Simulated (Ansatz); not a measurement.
A run for Ansatz (a program for electronic structure): U-CCSD(T)/def2-TZVPP on PdCl, 2S+1 = 2, a spin state set in the input, which need not be the lowest, a point of a bond scan (R = 2.238 Å). Elements past Kr take the def2 small-core potentials; no spin–orbit coupling.

Ansatz 0.2 input:
```yaml
crystal:
  periodic: [false, false, false]
  atoms:
    - {symbol: Pd, position_ang: [0.00000000, 0.00000000, 0.00000000]}
    - {symbol: Cl, position_ang: [0.00000000, 0.00000000, 2.23786800]}
basis:
  gaussian:
    orbitals: def2-TZVPP
    pivot_positions_ang: [[0.00000000, 0.00000000, 0.00000000], [0.00000000, 0.00000000, 2.23786800]]
magnetization: {spin_polarized: true, initial_magnetization: 1}
correlation: {method: ccsd_t, electrons: valence}
output: {orbitals: {seedname: ./end}}
```

Question: Predict the final total energy.

Answer: -587.4205 hartree (reference determinant -586.6004, T1 diagnostic 0.024).

Question: How many basis functions does it have, and what does it roughly cost on one machine?

Answer: 98 functions; about 5 core-minutes (a rough figure).
